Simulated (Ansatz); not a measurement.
Species: C₅H₈, net charge 0, singlet state. SMILES: C=C/C=C\C
Geometry from a B3LYP-D3(BJ)/def2-TZVP (Ansatz, a program for electronic structure) optimisation:
```xyz
13

C      2.3767    -0.1883     0.1609
C      1.0501    -0.3386     0.1786
C      0.1174     0.6739    -0.2797
C     -1.2188     0.5882    -0.2895
C     -2.0607    -0.5604     0.1651
H      3.0414    -0.9663     0.5113
H      2.8364     0.7220    -0.2065
H      0.6386    -1.2683     0.5559
H      0.5694     1.5897    -0.6497
H     -1.7699     1.4435    -0.6685
H     -2.7426    -0.2459     0.9609
H     -2.6871    -0.9258    -0.6541
H     -1.4742    -1.3980     0.5379
```
Charge 0, spin multiplicity 1.

Parts of the frozen-core correlation energy in cc-pwCVTZ (Ansatz, hartree). Frozen orbitals: 5; correlated occupied orbitals by spin: 14 and 14; virtual: 308 and 308. Spin-orbit coupling is left out. Non-relativistic. The restricted reference is unstable.

| term | value |
|---|---|
| reference (HF) | -194.02843 |
| MP2 opposite-spin | -0.64653 |
| MP2 same-spin | … |
| CCSD correlation | … |
| (T) | … |
| T1 diagnostic | 0.011 |
| largest doubles amplitude | 0.103 |

Q: Complete the blanks.

A: 
- MP2 same-spin, value: -0.19014
- CCSD correlation, value: -0.87932
- (T), value: -0.04092
